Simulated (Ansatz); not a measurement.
One change: `[F][Sb]([F])[Cl]` becomes `[F][Sb]([Cl])[Cl]`.

Ansatz, PBE0-D4/def2-TZVP geometries, multiplicity 1. 

Elements past krypton have def2 core potentials.

```csv
property,`[F][Sb]([F])[Cl]`
HOMO energy (PBE0/def2-TZVPP) / eV,-9.18
size of the dipole moment (B3LYP/def2-TZVPP) / D,3.45
LUMO energy (PBE0/def2-TZVPP) / eV,-1.79
LUMO energy (PBE/def2-TZVPP) / eV,-2.53
zero-point energy (PBE0-D4/def2-TZVP) / kJ/mol,13.3
HOMO energy (PBE/def2-TZVPP) / eV,-7.89
```

Task: What does the change do to each property? (An estimate is asked.)

Result: The calculation gave: 
| property | `[F][Sb]([Cl])[Cl]` | shift |
| --- | --- | --- |
| HOMO energy (PBE0/def2-TZVPP) / eV | -8.83 | 0.35 |
| size of the dipole moment (B3LYP/def2-TZVPP) / D | 3.08 | -0.37 |
| LUMO energy (PBE0/def2-TZVPP) / eV | -1.93 | -0.14 |
| LUMO energy (PBE/def2-TZVPP) / eV | -2.65 | -0.12 |
| zero-point energy (PBE0-D4/def2-TZVP) / kJ/mol | 11.1 | -2.2 |
| HOMO energy (PBE/def2-TZVPP) / eV | -7.63 | 0.26 |

With PBE0 the HOMO rises by 0.35 eV and the LUMO falls by 0.14 eV, so the gap narrows by about 0.49 eV. PBE moves the HOMO by 0.26 eV and ωB97M-V by 0.42 eV. Dipoles are sizes alone; their direction can turn.

B3LYP here is the variant with VWN-RPA as its local correlation; programs differ in this.

Spin–orbit coupling is left out; it splits and shifts lone-pair levels of the heavy atoms by tenths of an eV.
